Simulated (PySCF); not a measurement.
Stretching RbSr

Set-up: PySCF, scalar-relativistic core potentials, basis sets Rb def2-SVPD with ECP28, Sr def2-SVPD with ECP28. Energies in eV from Rb + Sr in their ground configurations at the same level. State: ²Σ⁺ (doublet), unpaired electrons σ ↑.

| R (Å) | B2PLYP |
| --- | --- |
| 4.053 | 0.0474 |
| 4.242 | -0.0103 |
| 4.430 | -0.0453 |
| 4.572 | -0.0609 |
| 4.713 | -0.0699 |
| 4.854 | -0.0741 |
| 5.043 | -0.0744 |
| 5.279 | -0.0697 |
| 5.561 | -0.0607 |
| 5.938 | -0.0478 |

Q: Put a parabola through the three lowest points of the B2PLYP curve and estimate Re, k and ωe (reduced mass 43.19 u; 1 eV/Å² = 0.16022 mdyn/Å; ωe = 1302.8·√(k/μ) cm⁻¹).

A: Through R = 4.854, 5.043, 5.279 Å the second-order coefficient is 0.0506 eV/Å², so Re ≈ 4.964 Å, k ≈ 0.0162 mdyn/Å and ωe ≈ 25 cm⁻¹. A polynomial fit of higher order to the unrounded B2PLYP energies gives Re = 4.957 Å, k = 0.0211 mdyn/Å, ωe = 28.8 cm⁻¹; anharmonicity and rounding make the difference.

The higher-order fit for each curve: B2PLYP: Re = 4.957 Å, ωe = 28.8 cm⁻¹, De = 0.075 eV.

Correlated steps freeze no core orbitals. The bond is weak. Basis-set superposition, not corrected here, can be much of De in a small basis, most of all at correlated wavefunction levels. Functionals without a dispersion term scatter widely for such bonds, and LDA overbinds them. Spin–orbit coupling is left out. B2PLYP dipoles, levels and charges come from its SCF part alone. The state was picked by a PBE0 search and need not be the measured ground state.
